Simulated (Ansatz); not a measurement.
Reaction (formal exchange of groups at the Si–Si bond): `C=C[SiH2][SiH2]O` + `[SiH3][SiH2]Cl` → `O[SiH2][SiH]([SiH3])Cl` + `C=C[SiH3]`

Isolated molecules relaxed with PBE0-D4/def2-TZVP in Ansatz; ΔE leaves out vibrations. CBS: MP2 limit from def2 TZ/QZ plus the TZ coupled-cluster correction, frozen cores. Functionals use def2-TZVPP. B3LYP here is the variant with VWN-RPA as its local correlation; programs differ in this. One conformer a species, not always the lowest.

Problem. Is it downhill or uphill in electronic energy at CCSD(T)/CBS, and by how much? (Best estimate.)

Solution. Computed: Downhill: ΔE = -0.07 eV.

Problem. What do these levels give: PBE-D4, PBE0-D4, B3LYP-D4, ωB97X-V, r2SCAN, PBE0, B3LYP, CCSD/def2-TZVPP, HF/def2-QZVPP, SCS-MP2/def2-QZVPP, MP2/CBS(def2), CCSD/CBS(def2)? (An estimate is asked.)

Solution. Ansatz gave: PBE-D4 -0.09, PBE0-D4 -0.08, B3LYP-D4 -0.08, ωB97X-V -0.06, r2SCAN -0.08, PBE0 -0.06, B3LYP -0.04, CCSD/def2-TZVPP -0.05, HF/def2-QZVPP -0.02, SCS-MP2/def2-QZVPP -0.06, MP2/CBS(def2) -0.08, CCSD/CBS(def2) -0.06 eV.

Largest T1 diagnostic among the species: 0.012.

The D4 term adds −0.04 eV with B3LYP and −0.02 eV with PBE0; it sums over pairs of atoms, weighted by their polarisabilities, and B3LYP, whose exchange is more repulsive, gets the larger term. In def2-TZVPP, CCSD(T) changes the Hartree–Fock value by −0.04 eV (the triples alone add −0.01 eV) and MP2 by −0.05 eV.
